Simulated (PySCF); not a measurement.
**SMILES C/C(=C/CF)[SiH2]O[SiH3], C4H11FOSi2**

Geometry (Å), atoms numbered from 1 in this order:
```xyz
19

C    -1.631   -2.113    0.215
C    -0.997   -0.781   -0.060
C    -1.565    0.330    0.398
C    -1.055    1.718    0.200
F    -2.108    2.587    0.000
Si    0.600   -0.824   -1.077
O     1.679    0.218   -0.464
Si    2.843    0.998    0.347
H    -1.842   -2.622   -0.725
H    -0.952   -2.745    0.785
H    -2.559   -2.006    0.772
H    -2.483    0.288    0.976
H    -0.531    2.080    1.095
H    -0.401    1.805   -0.670
H     0.381   -0.386   -2.457
H     1.194   -2.160   -1.004
H     3.131    0.236    1.560
H     2.290    2.318    0.650
H     3.996    1.068   -0.547
```

Method: GIAO BHandHLYP/pcSseg-1 magnetisability, rotational g tensor and spin-rotation constants, non-relativistic, gas phase (PySCF 2.14.0). Geometry: GFN2-xTB.

Task: Give the nuclear spin-rotation constants along the inertial axes (H = +C I·J) beside the isotropic shieldings.

Result: Rotational constants 1.4410, 0.9246, 0.6285 GHz. A star marks the isotopologue with that one atom substituted, in its own axes.
```csv
atom,isotope,Caa (kHz),Cbb (kHz),Ccc (kHz),mean (kHz),σ (ppm)
F5,19F,0.501,0.110,0.204,0.272,426.6
H9,1H,-0.149,-0.051,-0.021,-0.074,30.1
H10,1H,-0.090,-0.069,-0.032,-0.064,29.9
H11,1H,0.002,-0.096,-0.055,-0.050,30.0
H12,1H,0.084,-0.090,-0.042,-0.016,25.2
H13,1H,-0.098,-0.052,-0.003,-0.051,26.6
H14,1H,-0.061,-0.083,0.001,-0.048,26.6
H15,1H,-0.130,-0.083,0.034,-0.060,26.9
H16,1H,-0.093,0.018,-0.054,-0.043,27.1
H17,1H,-0.127,-0.067,0.018,-0.059,27.1
H18,1H,-0.098,0.028,-0.059,-0.043,27.1
H19,1H,0.004,-0.085,-0.026,-0.036,27.1
C1,13C*,0.215,0.135,0.102,0.151,160.9
C2,13C*,0.536,0.395,0.131,0.354,42.0
C3,13C*,0.582,0.336,0.171,0.363,34.9
C4,13C*,0.305,0.230,0.166,0.234,101.9
Si6,29Si*,-0.820,-0.514,-0.384,-0.573,394.3
O7,17O*,-0.090,-0.065,-0.028,-0.061,325.1
Si8,29Si*,-0.796,-0.518,-0.363,-0.559,404.4
```
For the geometry as given, no vibrational averaging.

Task: How do the rotational constants and the g tensor change when H9, H10, H11, H12, H13, H14, H15, H16, H17, H18, H19 are replaced by deuterium?

Result: Constants 1.2514, 0.8254, 0.5650 GHz; g -0.0233, -0.0150, -0.0109, against -0.0265, -0.0169, -0.0122 before.
